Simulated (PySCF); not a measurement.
# Static response to an electric field

Species: C4H12BNO.
Cartesian coordinates in Å at the PBE0-D3(BJ)/def2-SVP level; atoms count from 1:
```xyz
19
C4H12BNO angstrom
C     -1.6635    1.4559    0.7798
C     -1.5591   -0.0059    0.3827
C     -0.1266   -0.5168    0.3352
C     -0.0482   -1.9972    0.0021
O      0.5729    0.2387   -0.6333
B      1.9235    0.4307   -0.6038
N      2.7742   -0.0877    0.3888
H     -1.2685    1.6243    1.7950
H     -2.7074    1.8030    0.7663
H     -1.0859    2.0844    0.0865
H     -2.1299   -0.6384    1.0832
H     -2.0034   -0.1597   -0.6159
H      0.3271   -0.3430    1.3334
H     -0.4982   -2.1841   -0.9848
H      0.9969   -2.3395   -0.0317
H     -0.5862   -2.5992    0.7497
H      2.3969    1.0939   -1.4993
H      2.4743   -0.6467    1.1757
H      3.7650    0.1051    0.3815
```

Level: CAM-B3LYP/def2-SVPD (PySCF), static field, nuclei fixed, core orbitals frozen in the response. The polarisability tensor in these axes (au):

```
x   84.77 -0.11 -1.80
y   -0.11 75.70 -1.29
z   -1.80 -1.29 69.42
```

Question: Diagonalise the tensor; give its mean and Δα, where Δα² is half the sum of the squared differences of the eigenvalues.

Answer: Principal values 68.97, 75.94 and 84.98 au; mean 76.63 au = 11.36 Å³ = 12.63 × 10⁻⁴⁰ C²·m²/J; Δα = 13.91 au (18 % of the mean).

Question: What is the dipole moment, and where does it point?

Answer: (0.48, -1.30, 1.99) D, 2.43 D in size, pointing from the negative to the positive side. Measured along this direction, the outermost atoms are H17 and H10 at the negative end and H16 and H18 at the positive end.

Question: Find the Langevin capture rate constant for NH4+ (18.034 u) meeting this molecule (101.101 u), k = 2.342 × 10⁻⁹ cm³/s × √(α in Å³ / reduced mass in u).

Answer: The reduced mass is 15.30 u, so k = 2.02 × 10⁻⁹ cm³/s. The formula leaves out the permanent dipole, which adds to the capture rate.

Question: Rayleigh depolarisation ratio (linearly polarised light, static tensor)?

Answer: ρ = 3Δα²/(45ᾱ² + 4Δα²) = 580.2/(264243 + 773.6) = 0.00219.

Question: What would n − 1 = 2πNα be for an ideal gas of these molecules at 500 K and 1 atm, electronic part alone?

Answer: N = p/kT = 1.4678 × 10¹⁹ cm⁻³, so n − 1 = 2π × N × 11.36 × 10⁻²⁴ cm³ = 1047 × 10⁻⁶ at long wavelengths.

Question: Orientational against electronic polarisability at 273 K (dilute gas, rigid molecules)?

Answer: In Gaussian units μ²/3kT = 52.24 Å³ against 11.36 Å³, a ratio of 4.60; the Debye molar polarisation (4π/3)N_A(α + μ²/3kT) is 160.4 cm³/mol, leaving out the vibrational part.

Question: Estimate the molar refractivity from the static electronic polarisability.

Answer: Lorentz–Lorenz: R = (4π/3)N_A α = 2.5225 cm³/(mol·Å³) × 11.36 Å³ = 28.6 cm³/mol, in the limit of long wavelengths.

One conformer (not necessarily the lowest) at the PBE0-D3(BJ)/def2-SVP geometry, without solvent, vibrations or thermal averaging.
